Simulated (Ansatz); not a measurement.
C2H8AlBSi can be A, `[AlH2][C]1([SiH3])BC1`, or B, `C[Si]1([AlH2])BC1`.

Gas-phase electronic energies from Ansatz, PBE0-D4/def2-TZVP geometries. CCSD(T)/CBS adds triple-zeta CCSD(T) − MP2 to the extrapolated MP2 energy (def2 sets, frozen cores). Functionals use def2-TZVPP. B3LYP here is the variant with VWN-RPA as its local correlation; programs differ in this.

Problem. Which is lower in electronic energy at CCSD(T)/CBS, and by how much? (Estimate.)

Solution. The calculation gave: A, by 9.3 kJ/mol.

Problem. Give E(B) − E(A) in kJ/mol with B3LYP, r2SCAN-D4, MP2/def2-TZVPP, B2PLYP, PBE-D4, B3LYP-D4, HF/def2-TZVPP. (Best estimate.)

Solution. Computed: B3LYP 8.1, r2SCAN-D4 -9.4, MP2/def2-TZVPP 21.9, B2PLYP 13.7, PBE-D4 -26.3, B3LYP-D4 8.6, HF/def2-TZVPP 57.5. The order is the other way round with r2SCAN-D4, PBE-D4.

Largest T1 diagnostic: 0.015.

From PBE to PBE0 (25 % exact exchange), in def2-TZVPP and without D4, E(B) − E(A) moves by +15.0 kJ/mol. In def2-TZVPP, CCSD(T) changes the Hartree–Fock value by −48.0 kJ/mol (the triples alone add −8.2 kJ/mol) and MP2 by −35.6 kJ/mol.
